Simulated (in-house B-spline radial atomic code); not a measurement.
Whole-atom quantities along the 6-electron series, configuration [He] 2s2 2p2. Breit and QED terms are first order and not part of the total energy; the density at the nucleus is averaged over the nuclear charge. Computed with an all-electron radial atomic-structure program (B-spline basis): Dirac-Hartree-Fock, average of the configuration, finite nuclei.

```json
{"ion": "Sb45+", "Z": "51", "E/Z² (Eh)": "-1.4881", "Σ<r²> (bohr²)": "0.058782", "n(0)/Z³ (bohr⁻³)": "1.4902", "Lamb diamagnetic shielding (ppm)": "2852.38", "repulsion over attraction": "0.020567", "Breit energy (eV)": "72.484", "self-energy (eV)": "94.473", "vacuum polarisation (eV)": "-12.446", "Dirac less non-relativistic energy (Eh)": "-132.8"}
{"ion": "Te46+", "Z": "52", "E/Z² (Eh)": "-1.4915", "Σ<r²> (bohr²)": "0.056256", "n(0)/Z³ (bohr⁻³)": "1.5304", "Lamb diamagnetic shielding (ppm)": "2918.43", "repulsion over attraction": "0.020158", "Breit energy (eV)": "77.053", "self-energy (eV)": "101.08", "vacuum polarisation (eV)": "-13.523", "Dirac less non-relativistic energy (Eh)": "-144.12"}
{"ion": "I47+", "Z": "53", "E/Z² (Eh)": "-1.495", "Σ<r²> (bohr²)": "0.053878", "n(0)/Z³ (bohr⁻³)": "1.5752", "Lamb diamagnetic shielding (ppm)": "2985.1", "repulsion over attraction": "0.019764", "Breit energy (eV)": "81.819", "self-energy (eV)": "108.02", "vacuum polarisation (eV)": "-14.675", "Dirac less non-relativistic energy (Eh)": "-156.18"}
{"ion": "Xe48+", "Z": "54", "E/Z² (Eh)": "-1.4984", "Σ<r²> (bohr²)": "0.051638", "n(0)/Z³ (bohr⁻³)": "1.6204", "Lamb diamagnetic shielding (ppm)": "3052.41", "repulsion over attraction": "0.019384", "Breit energy (eV)": "86.789", "self-energy (eV)": "115.3", "vacuum polarisation (eV)": "-15.906", "Dirac less non-relativistic energy (Eh)": "-169.01"}
{"ion": "Cs49+", "Z": "55", "E/Z² (Eh)": "-1.5019", "Σ<r²> (bohr²)": "0.049523", "n(0)/Z³ (bohr⁻³)": "1.6687", "Lamb diamagnetic shielding (ppm)": "3120.37", "repulsion over attraction": "0.019016", "Breit energy (eV)": "91.966", "self-energy (eV)": "122.95", "vacuum polarisation (eV)": "-17.221", "Dirac less non-relativistic energy (Eh)": "-182.65"}
{"ion": "Ba50+", "Z": "56", "E/Z² (Eh)": "-1.5054", "Σ<r²> (bohr²)": "0.047526", "n(0)/Z³ (bohr⁻³)": "1.7182", "Lamb diamagnetic shielding (ppm)": "3189.02", "repulsion over attraction": "0.018661", "Breit energy (eV)": "97.356", "self-energy (eV)": "130.97", "vacuum polarisation (eV)": "-18.625", "Dirac less non-relativistic energy (Eh)": "-197.13"}
{"ion": "La51+", "Z": "57", "E/Z² (Eh)": "-1.509", "Σ<r²> (bohr²)": "0.045638", "n(0)/Z³ (bohr⁻³)": "1.771", "Lamb diamagnetic shielding (ppm)": "3258.38", "repulsion over attraction": "0.018318", "Breit energy (eV)": "102.97", "self-energy (eV)": "139.38", "vacuum polarisation (eV)": "-20.122", "Dirac less non-relativistic energy (Eh)": "-212.5"}
{"ion": "Ce52+", "Z": "58", "E/Z² (Eh)": "-1.5125", "Σ<r²> (bohr²)": "0.043851", "n(0)/Z³ (bohr⁻³)": "1.8259", "Lamb diamagnetic shielding (ppm)": "3328.48", "repulsion over attraction": "0.017986", "Breit energy (eV)": "108.8", "self-energy (eV)": "148.19", "vacuum polarisation (eV)": "-21.718", "Dirac less non-relativistic energy (Eh)": "-228.81"}
{"ion": "Pr53+", "Z": "59", "E/Z² (Eh)": "-1.5161", "Σ<r²> (bohr²)": "0.042157", "n(0)/Z³ (bohr⁻³)": "1.8839", "Lamb diamagnetic shielding (ppm)": "3399.33", "repulsion over attraction": "0.017665", "Breit energy (eV)": "114.87", "self-energy (eV)": "157.42", "vacuum polarisation (eV)": "-23.418", "Dirac less non-relativistic energy (Eh)": "-246.08"}
{"ion": "Nd54+", "Z": "60", "E/Z² (Eh)": "-1.5198", "Σ<r²> (bohr²)": "0.040551", "n(0)/Z³ (bohr⁻³)": "1.9441", "Lamb diamagnetic shielding (ppm)": "3470.97", "repulsion over attraction": "0.017353", "Breit energy (eV)": "121.17", "self-energy (eV)": "167.08", "vacuum polarisation (eV)": "-25.229", "Dirac less non-relativistic energy (Eh)": "-264.36"}
{"ion": "Pm55+", "Z": "61", "E/Z² (Eh)": "-1.5234", "Σ<r²> (bohr²)": "0.039026", "n(0)/Z³ (bohr⁻³)": "2.0044", "Lamb diamagnetic shielding (ppm)": "3543.42", "repulsion over attraction": "0.017051", "Breit energy (eV)": "127.71", "self-energy (eV)": "177.19", "vacuum polarisation (eV)": "-27.155", "Dirac less non-relativistic energy (Eh)": "-283.69"}
{"ion": "Sm56+", "Z": "62", "E/Z² (Eh)": "?", "Σ<r²> (bohr²)": "?", "n(0)/Z³ (bohr⁻³)": "?", "Lamb diamagnetic shielding (ppm)": "?", "repulsion over attraction": "?", "Breit energy (eV)": "?", "self-energy (eV)": "?", "vacuum polarisation (eV)": "?", "Dirac less non-relativistic energy (Eh)": "?"}
{"ion": "Eu57+", "Z": "63", "E/Z² (Eh)": "?", "Σ<r²> (bohr²)": "?", "n(0)/Z³ (bohr⁻³)": "?", "Lamb diamagnetic shielding (ppm)": "?", "repulsion over attraction": "?", "Breit energy (eV)": "?", "self-energy (eV)": "?", "vacuum polarisation (eV)": "?", "Dirac less non-relativistic energy (Eh)": "?"}
{"ion": "Gd58+", "Z": "64", "E/Z² (Eh)": "-1.5347", "Σ<r²> (bohr²)": "0.034889", "n(0)/Z³ (bohr⁻³)": "2.1967", "Lamb diamagnetic shielding (ppm)": "3765.92", "repulsion over attraction": "0.016198", "Breit energy (eV)": "148.86", "self-energy (eV)": "210.36", "vacuum polarisation (eV)": "-33.697", "Dirac less non-relativistic energy (Eh)": "-348.49"}
{"ion": "Tb59+", "Z": "65", "E/Z² (Eh)": "-1.5386", "Σ<r²> (bohr²)": "0.033639", "n(0)/Z³ (bohr⁻³)": "2.2852", "Lamb diamagnetic shielding (ppm)": "3841.99", "repulsion over attraction": "0.015929", "Breit energy (eV)": "156.44", "self-energy (eV)": "222.43", "vacuum polarisation (eV)": "-36.169", "Dirac less non-relativistic energy (Eh)": "-372.58"}
{"ion": "Dy60+", "Z": "66", "E/Z² (Eh)": "-1.5425", "Σ<r²> (bohr²)": "0.032449", "n(0)/Z³ (bohr⁻³)": "2.3468", "Lamb diamagnetic shielding (ppm)": "3918.92", "repulsion over attraction": "0.015668", "Breit energy (eV)": "164.28", "self-energy (eV)": "235.04", "vacuum polarisation (eV)": "-38.776", "Dirac less non-relativistic energy (Eh)": "-397.89"}
{"ion": "Ho61+", "Z": "67", "E/Z² (Eh)": "-1.5464", "Σ<r²> (bohr²)": "0.031313", "n(0)/Z³ (bohr⁻³)": "2.434", "Lamb diamagnetic shielding (ppm)": "3996.95", "repulsion over attraction": "0.015415", "Breit energy (eV)": "172.42", "self-energy (eV)": "248.2", "vacuum polarisation (eV)": "-41.56", "Dirac less non-relativistic energy (Eh)": "-424.63"}
{"ion": "Er62+", "Z": "68", "E/Z² (Eh)": "-1.5505", "Σ<r²> (bohr²)": "0.030229", "n(0)/Z³ (bohr⁻³)": "2.5162", "Lamb diamagnetic shielding (ppm)": "4075.99", "repulsion over attraction": "0.015168", "Breit energy (eV)": "180.84", "self-energy (eV)": "261.94", "vacuum polarisation (eV)": "-44.51", "Dirac less non-relativistic energy (Eh)": "-452.76"}
{"ion": "Tm63+", "Z": "69", "E/Z² (Eh)": "-1.5545", "Σ<r²> (bohr²)": "0.029193", "n(0)/Z³ (bohr⁻³)": "2.6133", "Lamb diamagnetic shielding (ppm)": "4156.17", "repulsion over attraction": "0.014927", "Breit energy (eV)": "189.57", "self-energy (eV)": "276.28", "vacuum polarisation (eV)": "-47.651", "Dirac less non-relativistic energy (Eh)": "-482.41"}
{"ion": "Yb64+", "Z": "70", "E/Z² (Eh)": "-1.5587", "Σ<r²> (bohr²)": "0.028203", "n(0)/Z³ (bohr⁻³)": "2.6982", "Lamb diamagnetic shielding (ppm)": "4237.4", "repulsion over attraction": "0.014693", "Breit energy (eV)": "198.59", "self-energy (eV)": "291.24", "vacuum polarisation (eV)": "-50.97", "Dirac less non-relativistic energy (Eh)": "-513.55"}
{"ion": "Lu65+", "Z": "71", "E/Z² (Eh)": "-1.5629", "Σ<r²> (bohr²)": "0.027256", "n(0)/Z³ (bohr⁻³)": "2.791", "Lamb diamagnetic shielding (ppm)": "4319.82", "repulsion over attraction": "0.014464", "Breit energy (eV)": "207.92", "self-energy (eV)": "306.86", "vacuum polarisation (eV)": "-54.495", "Dirac less non-relativistic energy (Eh)": "-546.3"}
{"ion": "Hf66+", "Z": "72", "E/Z² (Eh)": "-1.5672", "Σ<r²> (bohr²)": "0.026349", "n(0)/Z³ (bohr⁻³)": "2.9024", "Lamb diamagnetic shielding (ppm)": "4403.53", "repulsion over attraction": "0.014241", "Breit energy (eV)": "217.58", "self-energy (eV)": "323.14", "vacuum polarisation (eV)": "-58.25", "Dirac less non-relativistic energy (Eh)": "-580.78"}
{"ion": "Ta67+", "Z": "73", "E/Z² (Eh)": "-1.5715", "Σ<r²> (bohr²)": "0.02548", "n(0)/Z³ (bohr⁻³)": "3.0151", "Lamb diamagnetic shielding (ppm)": "4488.48", "repulsion over attraction": "0.014024", "Breit energy (eV)": "227.57", "self-energy (eV)": "340.13", "vacuum polarisation (eV)": "-62.23", "Dirac less non-relativistic energy (Eh)": "-617"}
{"ion": "W68+", "Z": "74", "E/Z² (Eh)": "?", "Σ<r²> (bohr²)": "?", "n(0)/Z³ (bohr⁻³)": "?", "Lamb diamagnetic shielding (ppm)": "?", "repulsion over attraction": "?", "Breit energy (eV)": "?", "self-energy (eV)": "?", "vacuum polarisation (eV)": "?", "Dirac less non-relativistic energy (Eh)": "?"}
{"ion": "Re69+", "Z": "75", "E/Z² (Eh)": "-1.5805", "Σ<r²> (bohr²)": "0.023848", "n(0)/Z³ (bohr⁻³)": "3.2561", "Lamb diamagnetic shielding (ppm)": "4662.39", "repulsion over attraction": "0.013605", "Breit energy (eV)": "248.57", "self-energy (eV)": "376.32", "vacuum polarisation (eV)": "-70.932", "Dirac less non-relativistic energy (Eh)": "-694.95"}
```

(1) Fill in the row of Sm56+.

(2) Fill in the row of Eu57+.

(3) Fill in the row of W68+.

(4) With what power of Z does the column «Σ<r²> (bohr²)» change over this range?

Answers

(1) E/Z² (Eh): -1.5271; Σ<r²> (bohr²): 0.037577; n(0)/Z³ (bohr⁻³): 2.0605; Lamb diamagnetic shielding (ppm): 3616.68; repulsion over attraction: 0.016758; Breit energy (eV): 134.5; self-energy (eV): 187.76; vacuum polarisation (eV): -29.201; Dirac less non-relativistic energy (Eh): -304.11.

(2) E/Z² (Eh): -1.5309; Σ<r²> (bohr²): 0.0362; n(0)/Z³ (bohr⁻³): 2.1279; Lamb diamagnetic shielding (ppm): 3690.85; repulsion over attraction: 0.016474; Breit energy (eV): 141.55; self-energy (eV): 198.81; vacuum polarisation (eV): -31.38; Dirac less non-relativistic energy (Eh): -325.71.

(3) E/Z² (Eh): -1.576; Σ<r²> (bohr²): 0.024647; n(0)/Z³ (bohr⁻³): 3.1314; Lamb diamagnetic shielding (ppm): 4574.74; repulsion over attraction: 0.013812; Breit energy (eV): 237.9; self-energy (eV): 357.85; vacuum polarisation (eV): -66.451; Dirac less non-relativistic energy (Eh): -655.02.

(4) A fit of the logarithm of its size against log Z from Z = 51 to 75 has slope -2.34. Unscreened non-relativistic hydrogenic orbitals would give -2.
